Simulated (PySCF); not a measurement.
Ge(F)2(Br)(OH) (BrF2GeHO), SMILES [Br][Ge]([F])([F])[OH].

The structure is a stationary point at PBE0-D3(BJ)/def2-SVP. This is a generated structure with no PubChem entry under its InChIKey; it may be hypothetical. The values are those of a single conformer.

The numbers are results of TDDFT-PBE/def2-SVPD in PySCF, not measurements.

Vertical excitations. Gas-phase values at a fixed geometry. State labels are in the subgroup Cs.

| state | symmetry | energy (eV) | λ (nm) | f | main pairs |
|---|---|---|---|---|---|
| S1 | A" | 5.52 | 225 | 0.004 | HOMO→LUMO 99 % |
| S2 | A' | 5.57 | 223 | 0.010 | HOMO−1→LUMO 99 % |
| S3 | A" | 6.05 | 205 | 0.015 | HOMO−2→LUMO 99 % |
| S4 | A' | 6.96 | 178 | 0.057 | HOMO−3→LUMO 95 % |
| S5 | A" | 7.31 | 170 | 0.015 | HOMO−5→LUMO 97 % |
| S6 | A" | 7.51 | 165 | 0.002 | HOMO−6→LUMO 98 % |
| S7 | A' | 7.53 | 165 | 0.073 | HOMO−4→LUMO 71 %, HOMO−1→LUMO+1 20 % |
| S8 | A" | 7.62 | 163 | 0.003 | HOMO→LUMO+1 97 % |
| S9 | A' | 7.71 | 161 | 0.036 | HOMO−1→LUMO+1 77 %, HOMO−4→LUMO 13 % |
| S10 | A' | 8.02 | 155 | 0.010 | HOMO−7→LUMO 94 % |
| T1 | A" | 5.12 | 242 | 0 | HOMO→LUMO 100 % |
| T2 | A' | 5.15 | 241 | 0 | HOMO−1→LUMO 100 % |
| T3 | A" | 5.70 | 217 | 0 | HOMO−2→LUMO 99 % |
| T4 | A' | 6.41 | 193 | 0 | HOMO−3→LUMO 98 % |
Triplets are in the Tamm–Dancoff approximation, which puts them higher than full response would, so one can lie above its singlet here.
